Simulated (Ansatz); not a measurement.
Program: Ansatz. Geometries: PBE0-D4/def2-TZVP. ΔE: electronic, gas phase. CCSD(T)/CBS is the MP2 limit (def2-TZVPP, def2-QZVPP) plus CCSD(T) − MP2 in def2-TZVPP, frozen cores. This one scheme is used for every species. Functionals use def2-TZVPP. B3LYP here is the variant with VWN-RPA as its local correlation; programs differ in this. HSE06 is defined as in plane-wave codes. For Ge outer-core shells are correlated without core-valence functions, which leaves a few kJ/mol of doubt a bond. Scalar relativity is left out up to krypton. One conformer a species, not always the lowest.

Consider the ligand exchange at a Ge–C bond: `[CH3][GeH2][C](=N)Cl` + CH₃SH → `C[S][GeH2][CH3]` + `N=CCl`.

```
          level  ΔE (kJ/mol)  difference from CCSD(T)/CBS
    LDA (SPW92)        -51.8                          1.7
         B97M-V        -57.6                         -4.1
       B3LYP-D4        -55.2                         -1.7
       HSE06-D4        -58.3                         -4.8
       BHLYP-D4        -58.4                         -4.9
         B2PLYP        -54.8                         -1.3
  HF/def2-TZVPP        -61.7                         -8.2
CCSD/def2-TZVPP        -53.3                          0.2
 MP2/def2-QZVPP        -55.2                         -1.7
 CCSD/CBS(def2)        -54.7                         -1.2
    CCSD(T)/CBS        -53.5                            0
```

Largest T1 diagnostic among the species: 0.012.

In def2-TZVPP, CCSD(T) changes the Hartree–Fock value by +9.7 kJ/mol (the triples alone add +1.2 kJ/mol) and MP2 by +7.3 kJ/mol. From PBE to PBE0 (25 % exact exchange), in def2-TZVPP and without D4, ΔE moves by −3.0 kJ/mol.

CCSD(T)/CBS has its own doubt, a few kJ/mol and more with outer-core shells, so smaller differences from it don't rank the levels.
